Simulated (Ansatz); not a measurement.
Computed with Ansatz on PBE0-D4/def2-TZVP structures; ΔE is electronic, products minus reactants. CCSD(T)/CBS is the MP2 limit (def2-TZVPP, def2-QZVPP) plus CCSD(T) − MP2 in def2-TZVPP, frozen cores. Functionals use def2-TZVPP. B3LYP here is the variant with VWN-RPA as its local correlation; programs differ in this. Elements past krypton have def2 core potentials. For Sb outer-core shells are correlated without core-valence functions, which leaves a few kJ/mol of doubt a bond. One conformer a species, not always the lowest.

Reaction (ligand exchange at the Si–C bond): `C=[CH][AlH][CH2][SiH3]` + `[NH2][SbH][OH]` → `[OH][SbH][NH][SiH3]` + `C=[CH][AlH][CH3]`

`C=[CH][AlH][CH2][SiH3]`:

```xyz
14

C    -0.009   -0.613   -2.275
C     1.038    0.119   -1.883
Al    1.406    0.408    0.001
C     0.261   -0.453    1.327
Si   -1.362    0.422    1.601
H    -0.253   -0.786   -3.322
H    -0.686   -1.079   -1.561
H     1.653    0.547   -2.675
H     2.599    1.346    0.473
H     0.798   -0.488    2.282
H     0.041   -1.485    1.030
H    -1.139    1.878    1.837
H    -2.120   -0.109    2.768
H    -2.226    0.294    0.395
```

`[NH2][SbH][OH]`:

```xyz
7

N    -0.540   -1.119    0.071
Sb    0.520    0.312   -0.859
O     0.011    1.813    0.310
H    -0.961   -1.819   -0.520
H    -0.172   -1.532    0.914
H     1.946    0.123    0.076
H    -0.804    2.224    0.008
```

`[OH][SbH][NH][SiH3]`:

Cartesian coordinates in Å:
```
O 1.534 1.743 -0.377
Sb 1.349 0.612 1.229
N -0.482 -0.159 0.894
Si -1.050 -0.916 -0.552
H 1.335 2.663 -0.185
H 2.127 -0.661 0.395
H -1.182 0.198 1.529
H 0.109 -1.607 -1.171
H -2.113 -1.903 -0.214
H -1.628 0.029 -1.548
```

`C=[CH][AlH][CH3]`:

Z-matrix (Å, degrees):
```
C
Al 1 1.954
H 1 1.092 2 112.4
H 1 1.095 2 111.3 3 -120.9
H 1 1.095 2 111.2 3 120.7
C 2 1.945 1 118.6 3 179.2
H 2 1.592 1 121.6 3 -0.8
C 6 1.336 2 120.8 1 -0.1
H 6 1.091 2 122.8 1 179.9
H 8 1.089 6 121.8 2 -0.0
H 8 1.089 6 123.1 2 180.0
```

```json
{"level": "PBE-D4", "ΔE (kJ/mol)": "-41.7", "difference from CCSD(T)/CBS": "8.2"}
{"level": "r2SCAN-D4", "ΔE (kJ/mol)": "-46.4", "difference from CCSD(T)/CBS": "3.5"}
{"level": "PBE0-D4", "ΔE (kJ/mol)": "-43.4", "difference from CCSD(T)/CBS": "6.5"}
{"level": "B3LYP-D4", "ΔE (kJ/mol)": "-51.6", "difference from CCSD(T)/CBS": "-1.7"}
{"level": "ωB97X-V", "ΔE (kJ/mol)": "-48.4", "difference from CCSD(T)/CBS": "1.5"}
{"level": "B2PLYP", "ΔE (kJ/mol)": "-52.8", "difference from CCSD(T)/CBS": "-2.9"}
{"level": "PBE", "ΔE (kJ/mol)": "-41.6", "difference from CCSD(T)/CBS": "8.3"}
{"level": "B3LYP", "ΔE (kJ/mol)": "-51.2", "difference from CCSD(T)/CBS": "-1.3"}
{"level": "HF/def2-TZVPP", "ΔE (kJ/mol)": "-58.3", "difference from CCSD(T)/CBS": "-8.4"}
{"level": "SCS-MP2/def2-TZVPP", "ΔE (kJ/mol)": "-54.8", "difference from CCSD(T)/CBS": "-4.9"}
{"level": "CCSD/def2-TZVPP", "ΔE (kJ/mol)": "-51.7", "difference from CCSD(T)/CBS": "-1.8"}
{"level": "CCSD(T)/def2-TZVPP", "ΔE (kJ/mol)": "-50.8", "difference from CCSD(T)/CBS": "-0.9"}
{"level": "HF/def2-QZVPP", "ΔE (kJ/mol)": "-58.9", "difference from CCSD(T)/CBS": "-9.0"}
{"level": "MP2/def2-QZVPP", "ΔE (kJ/mol)": "-52.8", "difference from CCSD(T)/CBS": "-2.9"}
{"level": "HF/CBS(def2)", "ΔE (kJ/mol)": "-58.9", "difference from CCSD(T)/CBS": "-9.0"}
{"level": "CCSD/CBS(def2)", "ΔE (kJ/mol)": "-50.8", "difference from CCSD(T)/CBS": "-0.9"}
{"level": "CCSD(T)/CBS", "ΔE (kJ/mol)": "-49.9", "difference from CCSD(T)/CBS": "0"}
```

Largest T1 diagnostic among the species: 0.014.

In def2-TZVPP, CCSD(T) changes the Hartree–Fock value by +7.5 kJ/mol (the triples alone add +0.9 kJ/mol) and MP2 by +5.2 kJ/mol.
